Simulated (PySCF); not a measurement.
AlBrClHO, SMILES [Cl][Al]([OH])[Br]. Atoms are numbered in the order given.

```xyz
5

Al     0.4369    -0.6098     0.0000
Cl    -0.9570    -2.1541     0.0000
Br    -0.2508     1.5203     0.0000
O      2.0692    -1.0296     0.0000
H      2.8127    -0.4246     0.0000
```

Geometry optimised at PBE0-D3(BJ)/def2-SVP. One conformer was computed; it need not be the lowest.

These are B3LYP/def2-TZVPD (PySCF) values and carry that method's errors.

The molecule is in vacuum.

Computed frontier levels, gap, dipole moment and polarisability:
- highest occupied level: -8.58 eV
- lowest empty level: -1.63 eV
- orbital gap: 6.95 eV
- dipole moment: 1.69 D
- quadrupole, principal values (traceless, Buckingham form, about the centre of nuclear charge): -8.04, 3.95, 4.09 D·Å
- mean static polarisability: 63.1 bohr³ (9.35 Å³)
- polarisability, principal values: 51.4, 62.6, 75.3 bohr³
